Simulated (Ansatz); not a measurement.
```yaml
crystal:
  periodic: [false, false, false]
  atoms:
    - {symbol: B, position_ang: [-2.152021, 0.413618, -3.990465]}
    - {symbol: N, position_ang: [-0.991226, -0.522842, -1.322094]}
    - {symbol: C, position_ang: [0.453938, -3.379840, -1.236734]}
    - {symbol: C, position_ang: [3.579507, -3.434990, -2.283475]}
    - {symbol: C, position_ang: [5.031529, -1.248285, -3.541584]}
    - {symbol: C, position_ang: [-1.167881, 1.064736, 1.518509]}
    - {symbol: C, position_ang: [1.859401, 1.257084, 2.970449]}
    - {symbol: C, position_ang: [-3.304986, -0.555865, 3.554794]}
    - {symbol: C, position_ang: [-2.303199, 4.182346, 1.076044]}
    - {symbol: H, position_ang: [-3.324572, 2.742949, -4.263694]}
    - {symbol: H, position_ang: [-1.939522, -1.223320, -6.046042]}
    - {symbol: H, position_ang: [-0.804854, -4.921972, -2.594210]}
    - {symbol: H, position_ang: [0.371909, -4.286422, 0.990978]}
    - {symbol: H, position_ang: [4.667645, -5.548841, -1.994941]}
    - {symbol: H, position_ang: [4.022409, 0.884802, -3.889812]}
    - {symbol: H, position_ang: [7.282404, -1.525979, -4.273060]}
    - {symbol: H, position_ang: [1.655762, 2.370460, 5.089855]}
    - {symbol: H, position_ang: [3.388197, 2.504102, 1.604085]}
    - {symbol: H, position_ang: [2.826080, -0.902424, 3.372918]}
    - {symbol: H, position_ang: [-2.571812, -2.787931, 4.055825]}
    - {symbol: H, position_ang: [-5.479067, -0.688758, 2.541243]}
    - {symbol: H, position_ang: [-3.510169, 0.618039, 5.641612]}
    - {symbol: H, position_ang: [-2.300163, 5.310566, 3.196883]}
    - {symbol: H, position_ang: [-0.907092, 5.416775, -0.438147]}
    - {symbol: H, position_ang: [-4.542816, 4.208746, 0.217946]}
basis:
  gaussian: {orbitals: def2-TZVPD, fitting: {mean_field: def2-universal-jkfit}}
hamiltonian: {xc: {name: rPW86-PBE}}
output: {forces: true}
```

```sh
$ ansatz run in.yaml --threads 4 --pin off --events-out ev --progress --plain --max-ram 46080MiB --backend cuda --devices 0, --max-vram 37GiB
```

Output, abridged:

```
Functional definition: rPW86-PBE
965 factors; integrals over basis functions are off by at most 1.2e0 eV
mean field evaluation 1: about -9547.6734 eV, gradient 1.3e2 eV
mean field evaluation 2: about -8744.0174 eV, gradient 3.1e2 eV
mean field evaluation 4: about -8766.0973 eV, gradient 2.7e2 eV
mean field evaluation 8: about -9608.6461 eV, gradient 3.0e0 eV
mean field evaluation 16: about -9609.2037 eV, gradient 2.5e-1 eV
mean field evaluation 32: about -9609.2143 eV, gradient 9.5e-3 eV
mean field evaluation 160: about -9609.1749 eV, gradient 6.4e-3 eV
mean field -9609.21432072 eV, -353.1321129272 hartree, gradient 4.1e-6 eV, S^2 0.000000; 10 other end points of the search recorded, 0 dependent functions left out
reference -9609.21469076 eV, -353.1321265259 hartree; 35, 35 occupied and 442, 442 virtual orbitals, 965 factors
Total energy: -9609.21469076 eV, -353.1321265259 hartree
Atom 0 at    -2.152021     0.413618    -3.990465 Å, force    -0.160765     0.052540    -0.270357 eV/Å
Atom 1 at    -0.991226    -0.522842    -1.322094 Å, force     0.004677     0.030799    -0.157999 eV/Å
Atom 2 at     0.453938    -3.379840    -1.236734 Å, force    -0.875693    -1.256664     0.501535 eV/Å
Atom 3 at     3.579507    -3.434990    -2.283475 Å, force     0.920821    -0.858777     0.015774 eV/Å
Atom 4 at     5.031529    -1.248285    -3.541584 Å, force     0.410534     0.414935    -0.431137 eV/Å
Atom 5 at    -1.167881     1.064736     1.518509 Å, force    -0.062628    -0.030060    -0.143523 eV/Å
Atom 6 at     1.859401     1.257084     2.970449 Å, force     1.202856     0.095805     0.585774 eV/Å
Atom 7 at    -3.304986    -0.555865     3.554794 Å, force    -0.853947    -0.631767     0.837092 eV/Å
Atom 8 at    -2.303199     4.182346     1.076044 Å, force    -0.411993     1.208457    -0.118471 eV/Å
Atom 9 at    -3.324572     2.742949    -4.263694 Å, force     0.615107    -1.195365     0.162958 eV/Å
Atom 10 at    -1.939522    -1.223320    -6.046042 Å, force    -0.086232     0.809826     1.049653 eV/Å
Atom 11 at    -0.804854    -4.921972    -2.594210 Å, force     0.953803     1.209831     1.100251 eV/Å
Atom 12 at     0.371909    -4.286422     0.990978 Å, force     0.010107     0.705952    -1.800090 eV/Å
Atom 13 at     4.667645    -5.548841    -1.994941 Å, force    -0.879426     1.821923    -0.283828 eV/Å
Atom 14 at     4.022409     0.884802    -3.889812 Å, force     0.895941    -1.675317     0.278358 eV/Å
Atom 15 at     7.282404    -1.525979    -4.273060 Å, force    -1.808576     0.343812     0.583311 eV/Å
Atom 16 at     1.655762     2.370460     5.089855 Å, force     0.154539    -0.857359    -1.640511 eV/Å
Atom 17 at     3.388197     2.504102     1.604085 Å, force    -1.187577    -0.968701     1.067238 eV/Å
Atom 18 at     2.826080    -0.902424     3.372918 Å, force    -0.753938     1.685122    -0.315369 eV/Å
Atom 19 at    -2.571812    -2.787931     4.055825 Å, force    -0.572385     1.732740    -0.392531 eV/Å
Atom 20 at    -5.479067    -0.688758     2.541243 Å, force     1.676855     0.102366     0.781721 eV/Å
Atom 21 at    -3.510169     0.618039     5.641612 Å, force     0.156173    -0.901678    -1.612549 eV/Å
Atom 22 at    -2.300163     5.310566     3.196883 Å, force    -0.004387    -0.867898    -1.645501 eV/Å
Atom 23 at    -0.907092     5.416775    -0.438147 Å, force    -1.089617    -0.951936     1.178686 eV/Å
Atom 24 at    -4.542816     4.208746     0.217946 Å, force     1.745753    -0.018587     0.669515 eV/Å
Dipole moment:     0.306472    -0.040743    -0.638906 e Å
```

Question: Something in this input is off. What?

Answer: The geometry is stretched to more than twice its size. Self-consistency was reached. The result belongs to that input, not to the molecule as meant.
